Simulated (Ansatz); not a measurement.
What each rung costs, and what it gives

The pair of N2 (SMILES N#N, atoms 1–2) and GeH4 (SMILES [GeH4], atoms 3–7), both closed shells, in one local arrangement (a lower one may exist), relaxed at PBE0-D4/def2-TZVP:

N1  (-0.383, -0.086, -3.423)
N2  (0.021, 0.265, -2.474)
Ge3  (0.073, -0.035, 1.178)
H4  (0.084, 1.471, 0.887)
H5  (-1.152, -0.677, 0.514)
H6  (0.005, -0.262, 2.695)
H7  (1.352, -0.676, 0.623)
(Å)

Interaction energies are counterpoise-corrected; the time is that of the whole pair.

Program: Ansatz 0.2.0. Basis: as named in each row. Cores are frozen in the correlated methods. Filled d shells of the heavier atoms are correlated. The def2 sets are not built for correlating such inner shells, so the correlated values are less sure here. B3LYP uses VWN-RPA correlation. Extrapolation: Hartree–Fock as exp(−7.88 √X), correlation as X^−2.97.

Times are rough, for one single point on 4 threads of a shared host (Intel Xeon Platinum 8259CL).

The estimate by CCSD(T) at an estimated basis limit (MP2 extrapolated from triple and quadruple zeta, plus CCSD(T) − MP2 in triple zeta) is -2.4 kJ/mol.

```tsv
method	basis	time (s)	interaction energy (kJ/mol)	method less estimate
HF	STO-3G	under 1	0.6	3.0
SPW92	def2-SVP	under 1	-3.9	-1.5
PBE-D4	STO-3G	under 1	-1.6	0.8
PBE-D4	def2-SVP	under 1	-2.6	-0.2
B3LYP-D4	6-31G	under 1	-1.7	0.8
PBE0-D4	def2-SVP	under 1	-2.5	-0.1
PBE-D4	def2-TZVPPD	1	-2.5	-0.1
revPBE-D4	def2-TZVPPD	1	-0.6	1.8
BLYP-D4	def2-TZVPPD	1	-0.6	1.8
CCSD(T)	def2-SVP	1	-0.9	1.5
PBE0-D4	def2-TZVPPD	2	-2.3	0.1
B3LYP-D4	def2-TZVPPD	2	-1.4	1.0
HSE06-D4	def2-TZVPPD	2	-2.3	0.1
wB97M-V	def2-SVP	2	-2.7	-0.2
r2SCAN-D4	def2-TZVPPD	2	-1.6	0.8
B2PLYP	def2-TZVPPD	3	-0.3	2.1
B97M-V	def2-TZVPPD	3	-2.5	-0.1
wB97X-V	def2-TZVPPD	4	-2.6	-0.2
wB97M-V	def2-TZVPPD	4	-2.4	0.0
MP2	def2-QZVPPD	8	-2.6	-0.2
CCSD(T)	def2-TZVPPD	29	-2.0	0.4
```

No T1 diagnostic of these runs exceeds 0.014.
